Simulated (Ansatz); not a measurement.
## Which method gave which barrier?

Saddle point of SiN₂H₉F, closed shell (SiNH₅ ([NH2][SiH3]) + NH₃ + HF → SiH₃F ([F][SiH3]) + NH₃ + NH₃ (still joined by a long Si–N bond); bonds formed: Si1–F7, N2–H8, H6–N9; bonds broken: H6–F7, H8–N9; bonds weakened to dative contacts: Si1–N2), PBE0-D4/def2-TZVP structure:

Si1  (-0.929, 0.873, -0.679)
N2  (-0.499, -0.893, -0.690)
H3  (-0.853, 1.717, -1.902)
H4  (-0.915, 1.497, 0.686)
H5  (-2.434, 0.590, -0.707)
H6  (1.347, 0.359, 0.620)
F7  (0.962, 1.099, -0.601)
H8  (0.407, -0.938, 0.650)
N9  (1.187, -0.478, 1.284)
H10  (-1.306, -1.481, -0.851)
H11  (0.200, -1.106, -1.393)
H12  (2.007, -1.060, 1.402)
H13  (0.827, -0.177, 2.181)
(Å)

Ansatz 0.2.0; basis: def2-TZVPP, with def2-QZVPP for the basis limit; cores frozen in the correlated methods. Extrapolation: Hartree–Fock as exp(−7.88 √X), correlation as X^−2.97. Four methods, as single points on the PBE0-D4 structures, gave these electronic barriers from the start structure: 4.2, 45.9, 54.0, 100.4 kJ/mol.

Q: The methods were, in alphabetical order, HF, MP2, PBE0-D4, SPW92. Which gave which? (Judge from chemistry; the calculation decides.)

A: Computed: SPW92 4.2; PBE0-D4 45.9; MP2 54.0; HF 100.4 kJ/mol. For comparison, CCSD(T) at an estimated basis limit (MP2 extrapolated from triple and quadruple zeta, plus CCSD(T) − MP2 in triple zeta) gives 55.3 kJ/mol.

The T1 diagnostic stays at or below 0.011.

Steps of this kind, hydrogen fluoride cutting a network bond, underlie vapour etching and the fluorination step of atomic layer etching.

Labels in which every atom is bracketed show which atoms are joined, not bond orders.

For scale, one of the runs: CCSD(T)/def2-TZVPP, 261 basis functions, launched by `ansatz run in.yaml --threads 8 --pin off --events-out ev --progress --plain --max-ram 19148MiB`. The run took 96 s on 8 CPU threads of an Arm Neoverse V2 (shared host), with 6.4 GiB of host memory at its peak.
